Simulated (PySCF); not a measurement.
Does the structure fit the spectrum?

A compound C7H10OSi gives the data below (simulated from a calculation) and was assigned the structure `C=C(C)c1coc([SiH3])c1`.

13C{1H} NMR (computed): δ 148.1 (CH), 144.9 (C), 142.6 (CH), 134.9 (C), 132.3 (CH2), 117.5 (CH), -6.0 (CH3).

1H NMR (400 MHz, computed): δ 7.81 (m, 1H), 7.49 (m, 1H), 6.71 (m, 1H), 6.45 (br s, 1H), 5.90 (br s, 1H), 4.64 (q, 2H), 0.26 (t, 3H).

- GIAO PBE0/pcSseg-1 shieldings
- geometry from GFN2-xTB
- run in PySCF
- single conformer, no solvent, relativity neglected, rapidly exchanging positions averaged

Scale: 1H (31.72 ppm), 13C (186.93 ppm) against TMS (reference shieldings calculated alike).

**Question.** Compare with the shifts computed for the proposed structure, pairing carbons in order of shift.

**Answer.** Atoms are numbered as in `[CH2:1]=[C:2]([CH3:3])[c:4]1[cH:5][o:6][c:7]([SiH3:8])[cH:9]1`; H(Xn) means a hydrogen on atom n.

| atom | computed for proposal | given list | difference |
| --- | --- | --- | --- |
| C7 | 154.3 | 148.1 | +6.2 |
| C5 | 150.9 | 144.9 | +6.0 |
| C2 | 141.9 | 142.6 | -0.7 |
| C4 | 134.4 | 134.9 | -0.5 |
| C9 | 128.0 | 132.3 | -4.3 |
| C1 | 116.3 | 117.5 | -1.2 |
| C3 | 23.7 | -6.0 | +29.7 |

The rms difference is 11.8 ppm and the largest +29.7 ppm at C3 (allylic methyl carbon). The carbon types in order of shift don't match either: C, CH, C, C, CH, CH2, CH3 for the proposal against CH, C, CH, C, CH2, CH, CH3 in the data. The proposal doesn't fit.

**Question.** Which isomer fits?

**Answer.** SMILES C=C([SiH2]C)c1ccoc1.

Carbon types of the structure: 2 × C, 3 × CH, 1 × CH2, 1 × CH3, leaving 2 H on heteroatoms. δC 148.1, 142.6: aromatic CH next to the ring oxygen. δC 144.9: fully substituted alkene carbon; the olefinic region. δC 132.3: terminal =CH2 carbon; as expected for a trigonal carbon in a double bond. δC 117.5: aromatic CH.

Other isomers checked: C=COC1=CC(=C)[Si@H]1C (rms 15.7 ppm); CO[SiH2]c1ccccc1 (rms 23.9 ppm).

The shifts were computed for this structure.

Shifts are as computed. Against solution values, carbons near 30 ppm lie about +3 ppm off and those near 130 ppm about +5 ppm. Of 1309 compounds with measured shifts, 239 miss one by over three times the rms of a fit or turn the order of signals round; such compounds aren't used in these exercises. Multiplicities follow the n + 1 count of equivalent neighbours, as no J values were calculated; m marks all less simple cases, F and P coupling included.
